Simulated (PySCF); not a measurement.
# Property card for `[SiH3]c1ccc([SiH3])cc1`

C6H10Si2.
Cartesian coordinates in Å at the GFN2-xTB level; atoms count from 1:
```xyz
18
C6H10Si2 angstrom
Si    -3.262   -0.478   -0.130
C     -1.398   -0.210   -0.036
C     -0.597   -0.909    0.862
C      0.770   -0.710    0.910
C      1.397    0.198    0.062
Si     3.260    0.484    0.108
C      0.596    0.899   -0.837
C     -0.770    0.700   -0.885
H     -3.588   -1.183   -1.373
H     -3.934    0.824   -0.122
H     -3.691   -1.274    1.021
H     -1.055   -1.621    1.536
H      1.363   -1.268    1.622
H      3.824   -0.215    1.264
H      3.523    1.921    0.214
H      3.865   -0.027   -1.127
H      1.052    1.614   -1.508
H     -1.365    1.261   -1.593
```

Some functional groups and rings: benzene ring, Si–H bond and C–Si bond.

**GFN2-xTB geometry**

- Rotational constants A, B, C of the GFN2-xTB geometry: 5.159, 0.650, 0.585 GHz

From CAM-B3LYP/def2-SVPD ground state and vertical TDDFT (core frozen in the response) (PySCF):

* Dipole moment: 0.02 D
* HOMO energy: -8.60 eV
* LUMO energy: 0.11 eV
* HOMO–LUMO gap: 8.71 eV
* Lowest singlet excitation: 5.32 eV (233 nm, f = 0.005)
* Strongest line among the 8 lowest singlet transitions: S5 at 6.81 eV (182 nm, f = 1.000)
* Lowest triplet excitation (Tamm–Dancoff): 4.01 eV
* Static isotropic polarisability: 123.7 au
* Electronic spatial extent ⟨r²⟩ about the centre of nuclear charge: 1916 bohr²

PBE0/pcSseg-1 ground state and GIAO shieldings, non-relativistic (PySCF):

- Lowest Hirshfeld atomic charge: -0.09 e on C2/C5
- Highest Hirshfeld atomic charge: +0.31 e on Si1/Si6
- 13C chemical shifts (computed TMS as zero) by class: 140.6 (C3/C4/C7/C8), 136.7 (C2/C5) ppm
- 1H chemical shifts (computed TMS as zero) by class: 7.85 (H12/H13/H17/H18), 4.55 (H9/H10/H11/H14/H15/H16) ppm
- Isotropic shieldings of nuclei other than C and H, by class: 418 (Si1/Si6) ppm
- Mayer bond orders between heavy atoms: Si1–C2 0.88, C2–C3 1.42, C3–C4 1.44, C4–C5 1.42, C5–Si6 0.88, C5–C7 1.40, C7–C8 1.47, C8–C2 1.40

Monoisotopic mass (most abundant isotopes): 138.0321 u.

S1 lies 3.39 eV below the HOMO–LUMO gap; its leading configuration is HOMO−1→LUMO, weight 0.57, beside HOMO→LUMO+1, weight 0.40. The largest Löwdin shares of the HOMO are 0.22 on C2, 0.22 on C5, 0.10 on C3 and 0.10 on C4. The rotational constants make it an asymmetric top with κ = (2B − A − C)/(A − C) = -0.97, nearer the prolate limit (−1). The polarisability is 18.34 Å³ as a volume (1 au = 0.148185 Å³), or 1.67 au for each of the 74 electrons. The principal polarisabilities are 84.2, 116.3 and 170.7 au; their mean is the isotropic value.

Geometry: GFN2-xTB; no solvent or vibrations. NMR classes are plain means over equivalent atoms (diastereotopic ones count apart unless rotation or inversion swaps them), as if these changed places fast; in this geometry the members of some classes differ.
